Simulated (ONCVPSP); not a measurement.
**fluorine: one change to an ONCV potential, before and after**

F (Z = 9), optimised norm-conserving Vanderbilt (ONCV), made with ONCVPSP 4.0.1 (LDA (Perdew-Zunger), non-relativistic). Core [He], reference 2s2 2p2 (charge +3). Waves: 2s: rc 0.60 bohr, ncon 5, nbas 9, qcut 9.5 1/bohr, local; 2p: rc 1.40 bohr, ncon 3, nbas 8, qcut 11.7 1/bohr, 1 projector. Local part: the s channel. Core correction: Teter function, fcfact 5.75, rcfact 1.4.

All-electron outer shells of the reference configuration (LDA (Perdew-Zunger), non-relativistic, ld1.x):

```json
{"shell": "1s", "level (eV)": "-736.07", "outermost node (bohr)": "–", "outermost maximum (bohr)": "0.12"}
{"shell": "2s", "level (eV)": "-90.64", "outermost node (bohr)": "0.24", "outermost maximum (bohr)": "0.72"}
{"shell": "2p", "level (eV)": "-72.84", "outermost node (bohr)": "–", "outermost maximum (bohr)": "0.62"}
```

Change: reference 2s2 2p4.5.

Cutoffs: the cutoffs (Ha) at which the residual kinetic energy of the hardest occupied pseudo-wave falls to 1 and 0.1 mHa per electron; they do not see the model core or the augmentation charge, which bear on the density cutoff. Errors are all-electron minus pseudo energies relative to the spin-unpolarised reference configuration.

Task: What does the change do?

Result: The potential gets neither clearly harder nor softer (104 Ha and 535 Ha → 98 Ha and 547 Ha); the range in which the p phases agree widens (upper end -0.4 → 1.6); neither file shows a bound ghost.

```tsv
quantity	base	changed
cutoff, loose	104 Ha	98 Ha
cutoff, tight	535 Ha	547 Ha
loose cutoff by channel	s 104 Ha, p 43 Ha	s 98 Ha, p 41 Ha
bound ghosts	none	none
GHOST(+) flags under 300 eV	none	none
largest error over its own tests, meV	+588	+1693
s: phases at 0.61 bohr within 0.05 rad from the reference energy up to (Ha; the scan ends near 5)	to the end of the scan	to the end of the scan
p: phases at 1.42 bohr within 0.05 rad from the reference energy up to (Ha; the scan ends near 5)	-0.4	1.6
rms error of d²Exc/dni dnj with the model core, mHa	2.89	1.40
```
